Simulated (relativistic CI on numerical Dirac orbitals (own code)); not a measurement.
**Ti4+ in a cubic cluster: 3s photoemission with charge transfer**

Computed with a charge-transfer multiplet model of a cubic metal-ligand cluster with up to 3 ligand holes, Slater and spin-orbit integrals from Dirac-Coulomb-Breit ions, Slater integrals scaled by 0.8. The ground state mixes d0 with configurations of k ligand holes L, whose averages lie at kΔ + k(k − 1)U_dd/2; a core hole lowers each added d electron by U_cd. 20 K, Lorentzian 1.4 eV and Gaussian 0.8 eV FWHM.

Atomic integrals in eV (Slater integrals scaled, ζ unscaled), ground: F2dd 6.578, F4dd 4.090, zeta_d 0.013; with the core hole: F2dd 6.578, F4dd 4.090, zeta_d 0.022, G2cd 8.461. Where a configuration has fewer than two d electrons, the dd integrals are those of d2.

Cluster parameters (eV): U_dd = 5, U_cd = 5.7, 10Dq = 1.8, 10Dq(ligand) = 1.4, V(eg) = 1.65, V(t2g) = -0.81, final-state hopping factor = 1.

| Case | n_d | d0 | d1L | d2L2 | d3L3 | S |
| --- | --- | --- | --- | --- | --- | --- |
| Δ = 2.8 eV | 0.54 | 0.52 | 0.41 | 0.06 | 0.00 | 0.00 |
| Δ = 3.8 eV | 0.44 | 0.61 | 0.35 | 0.04 | 0.00 | 0.00 |
| Δ = 5.8 eV | 0.28 | 0.74 | 0.24 | 0.02 | 0.00 | 0.00 |

Weights, n_d and S are thermal averages at 20 K. Binding energies count from the first peak over 30 % of the highest in each spectrum, which can be another peak from case to case. The parameters are a model scan and need not match a compound or its usual spin state. Peaks in eV (height, largest 100):
- Δ = 2.8 eV: 0.0 (100), 5.1 (33), 7.2 (24), 10.5 (10)
- Δ = 3.8 eV: 0.0 (100), 5.3 (33), 7.1 (24)
- Δ = 5.8 eV: 0.0 (100), 5.4 (31)

Curve for Δ = 2.8 eV (points under 2 left out, the grid thinned):

(E (eV), Intensity): (-3.6, 4.9), (-3.2, 6.0), (-2.8, 7.8), (-2.4, 10.3), (-2.0, 14.4), (-1.5, 24.0), (-1.1, 39.0), (-0.7, 63.8), (-0.3, 91.4), (0.1, 98.9), (0.5, 78.5), (0.9, 51.6), (1.3, 34.1), (1.7, 25.9), (2.2, 21.6), (2.6, 18.6), (3.0, 15.9), (3.4, 15.0), (3.8, 16.7), (4.2, 21.5), (4.6, 28.4), (5.0, 32.9), (5.4, 32.1), (5.9, 26.8), (6.3, 23.7), (6.7, 23.3), (7.1, 24.1), (7.5, 23.8), (7.9, 22.2), (8.3, 20.2), (8.7, 17.4), (9.2, 13.3), (9.6, 11.1), (10.0, 10.4), (10.4, 10.4), (10.8, 10.3), (11.2, 9.6), (11.6, 8.0), (12.0, 6.0), (12.4, 4.6), (12.9, 4.0), (13.3, 3.9), (13.7, 3.5), (14.1, 2.7), (14.5, 2.1)

A d0 ion has no d-d gap: its lowest excitations are ligand-to-metal charge transfer. With the core hole the configuration with one ligand hole lies at Δ − U_cd = -2.9, -1.9, 0.1 eV from the one without, in the order of the table; where this is negative the screened configuration lies lower, though the effective hopping of about 3.7 eV (from the holes of the mixed ground state) mixes the two strongly wherever it is as large as the gap.

Without intra-shell correlation the exchange splitting of the 3s hole comes out too large.
